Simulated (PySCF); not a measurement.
BiCl2H3Si. Atoms are numbered in the order given.

```xyz
7

Bi     0.4943    -0.2231     0.0000
Cl    -1.0259    -0.6662    -1.9234
Cl    -1.0259    -0.6662     1.9234
Si    -0.3341     2.3425     0.0000
H      0.1751     3.0393     1.2202
H     -1.8222     2.2978     0.0000
H      0.1751     3.0393    -1.2202
```

Geometry optimised at r2SCAN-D4/def2-SVP. The structure was generated by enumeration; whether it is a known compound was not checked. The def2 effective core potentials stand for the cores of Bi; spin–orbit coupling is left out.

Method: B3LYP/def2-TZVP run with PySCF.

Symmetry labels are those of the subgroup Cs that the program uses (full group Cs).

Computed valence orbital energies around the gap with their symmetry:
```csv
orbital,symmetry,energy (eV)
HOMO−7,A',-10.20
HOMO−6,A",-9.93
HOMO−5,A',-9.56
HOMO−4,A',-9.20
HOMO−3,A",-8.63
HOMO−2,A',-8.60
HOMO−1,A",-8.48
HOMO,A',-7.21
LUMO,A',-2.67
LUMO+1,A",-2.26
LUMO+2,A',-1.25
LUMO+3,A',0.66
```
